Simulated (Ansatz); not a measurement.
Consider the substitution at a C–F bond: `FCCCl` + `O[SiH3]` → `[SiH3]OCCCl` + H–F.

Gas-phase electronic energies from Ansatz, PBE0-D4/def2-TZVP geometries. CBS: MP2 limit from def2 TZ/QZ plus the TZ coupled-cluster correction, frozen cores. This one scheme is used for every species. Functionals use def2-TZVPP. B3LYP here is the variant with VWN-RPA as its local correlation; programs differ in this. Each species was taken in one conformer, which may not be the lowest.

`FCCCl`:

Z-matrix (Å, degrees):
```
C
C 1 1.509
F 1 1.381 2 108.5
H 1 1.093 2 110.9 3 -119.1
H 1 1.093 2 110.9 3 119.1
Cl 2 1.776 1 109.1 3 179.9
H 2 1.089 1 111.1 3 61.0
H 2 1.089 1 111.1 3 -61.2
```

`O[SiH3]`:

Cartesian coordinates in Å:
```
O 0.836 0.958 -0.157
Si -0.142 -0.325 0.174
H 0.593 1.530 -0.886
H -1.523 0.112 0.523
H 0.473 -1.017 1.329
H -0.237 -1.258 -0.983
```

`[SiH3]OCCCl`:

Z-matrix (Å, degrees):
```
Si
O 1 1.647
H 1 1.480 2 106.2
H 1 1.489 2 110.6 3 -120.0
H 1 1.489 2 110.6 3 120.0
C 2 1.409 1 122.7 3 180.0
C 6 1.510 2 107.5 1 -179.5
H 6 1.097 2 111.1 1 -59.5
H 6 1.097 2 111.1 1 60.6
Cl 7 1.777 6 109.9 2 -179.9
H 7 1.089 6 110.9 2 60.9
H 7 1.089 6 110.9 2 -60.8
```

H–F:

Z-matrix (Å, degrees):
```
F
H 1 0.920
```

```
             level  ΔE (kcal/mol)  difference from CCSD(T)/CBS
            PBE-D4            0.7                          1.8
         r2SCAN-D4            1.4                          2.5
           PBE0-D4            0.1                          1.2
          B3LYP-D4            0.6                          1.7
           ωB97X-V            1.1                          2.2
           ωB97M-V            0.9                          2.0
            B2PLYP            1.2                          2.3
               PBE            2.0                          3.1
            r2SCAN            1.8                          2.9
              PBE0            1.3                          2.4
             B3LYP            2.7                          3.8
     HF/def2-TZVPP            2.9                          4.0
    MP2/def2-TZVPP           -1.8                         -0.7
SCS-MP2/def2-TZVPP           -0.5                          0.6
   CCSD/def2-TZVPP           -0.2                          0.9
CCSD(T)/def2-TZVPP           -0.6                          0.5
     HF/def2-QZVPP            2.7                          3.8
    MP2/def2-QZVPP           -2.0                         -0.9
SCS-MP2/def2-QZVPP           -0.8                          0.3
      HF/CBS(def2)            2.7                          3.8
     MP2/CBS(def2)           -2.2                         -1.1
    CCSD/CBS(def2)           -0.6                          0.5
       CCSD(T)/CBS           -1.1                            0
```

Largest T1 diagnostic among the species: 0.011.

In def2-TZVPP, CCSD(T) changes the Hartree–Fock value by −3.5 kcal/mol (the triples alone add −0.4 kcal/mol) and MP2 by −4.6 kcal/mol. The D4 term adds −2.1 kcal/mol with B3LYP and −1.2 kcal/mol with PBE0; it sums over pairs of atoms, weighted by their polarisabilities, and B3LYP, whose exchange is more repulsive, gets the larger term.
